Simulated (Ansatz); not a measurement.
Cl2La (SMILES [Cl][La][Cl]), doublet, geometry from GFN2-xTB (such geometries of metal compounds can be far from the true shape) (the multiplicity is a formal guess) (core potentials on La); R2SCAN/def2-TZVP (Ansatz, a first-principles code).

Input for Ansatz:
Ansatz 0.2 input:
```yaml
crystal:
  periodic: [false, false, false]
  atoms:
    - {symbol: La, position_ang: [0.36485616, -0.02410135, 0.43097571]}
    - {symbol: Cl, position_ang: [0.88248530, 0.35302679, -1.96996053]}
    - {symbol: Cl, position_ang: [-2.10582653, -0.27221638, 0.52492433]}
basis:
  gaussian:
    orbitals: def2-TZVP
hamiltonian:
  xc: r2scan
magnetization: {spin_polarized: true, initial_magnetization: 1}
accuracy: high
```

The log (banner, timings and long lists left out):

```
Functional definition: r2SCAN
1796 factors; integrals over basis functions are off by at most 3.1e-9 eV
mean field evaluation 1: about -25905.9945 eV, gradient 1.9e1 eV
mean field evaluation 2: about -25903.9850 eV, gradient 2.9e1 eV
mean field evaluation 4: about -25908.0018 eV, gradient 1.8e0 eV
mean field evaluation 8: about -25908.0147 eV, gradient 6.7e-2 eV
mean field evaluation 16: about -25908.0148 eV, gradient 9.2e-5 eV
mean field evaluation 32: about -25907.4367 eV, gradient 6.8e-2 eV
mean field evaluation 64: about -25907.4024 eV, gradient 4.0e0 eV
mean field -25908.01475613 eV, -952.1019812045 hartree, gradient 5.8e-8 eV, S^2 0.751939; 7 other end points of the search recorded, 0 dependent functions left out
reference -25908.01476962 eV, -952.1019817005 hartree; 23, 22 occupied and 91, 92 virtual orbitals, 1796 factors
Total energy: -25908.01476962 eV, -952.1019817005 hartree
```
